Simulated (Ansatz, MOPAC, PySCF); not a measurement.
Complex: hydrogen isocyanide (SMILES [C-]#[NH+]) (first 3 atoms) with hydrogen isocyanide (SMILES [C-]#[NH+]); geometry from B3LYP-D3(BJ)/def2-TZVP, rigid monomers moved along the line of their centres of mass till H3···C4 is 2.36 Å.
(charge 0, multiplicity 1):
```tsv
atom	x (Å)	y (Å)	z (Å)
C	-0.2166	0.3936	-1.1305
N	-0.1158	0.3302	0.0263
H	-0.0279	0.2747	1.0361
C	0.1756	0.1469	3.3851
N	0.2758	0.0846	4.5377
H	0.3622	0.0309	5.5311
```

Monomers are frozen at their geometry in the pair; levels with a basis set take the counterpoise correction. Rows marked so take none.

Frozen-core correlation. Rows in 3-21G, 6-311+G**, 6-31G* carry no dispersion term and start afresh at each structure (6-31G* with six Cartesian d functions). The state reached by AM1 isn't checked.

The values were computed with Ansatz (a first-principles code) with Gaussian orbitals; MOPAC for AM1 (differences of heats of formation); PySCF for 3-21G rows, 6-311+G** rows, 6-31G* rows, the dispersion terms. Each number belongs to the level named beside it.

```
level                              interaction energy (kcal/mol)
---------------------------------  -----------------------------
AM1                                                        -3.96
HF/6-31G* (no counterpoise)                                -6.43
PBE/def2-TZVPPD                                            -6.78
PBE-D3(BJ)/def2-TZVPPD                                     -7.28
B3LYP/3-21G (no counterpoise)                                  …
B3LYP/6-31G*                                               -6.74
B3LYP/6-311+G** (no counterpoise)                          -6.21
B3LYP/def2-TZVPPD                                          -6.15
CCSD/aug-cc-pVDZ                                           -6.25
```

**Question.** Some entries are withheld; supply them.

**Answer.** 
- B3LYP/3-21G (no counterpoise), interaction energy (kcal/mol): -10.17
